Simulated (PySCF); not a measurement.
# Ti²⁺: ionisation energy

Ti²⁺ [Ar] 3d2 (3F) → Ti³⁺ [Ar] 3d1 (2D), as a difference of total energies. Calculation: PySCF 2.14, in def2-SVP (5s3p2d1f, 31 functions); no relativity, point nucleus. Correlated levels: valence: [Ar] frozen. The calculations carry no spin-orbit coupling.

| method | ionisation energy (eV) |
| --- | --- |
| UHF | 27.182 |
| BP86 | 28.691 |
| M06-L | 28.099 |
| MP2 (valence) | 27.246 |
| SCS-MP2 (valence) | 27.203 |

Q: How much does correlation contribute at MP2 (valence)?

A: 27.246 − (27.182) = 0.064 eV, measured against UHF.

These non-relativistic numbers lack the scalar-relativistic shift.

The reference lies between the lowest fine-structure levels, while these numbers refer to the centres of the terms.

Errors of the correlated levels include the incompleteness of this basis and the frozen core.

For comparison: 27.492 eV (measured; NIST Atomic Spectra Database, ionization energies).
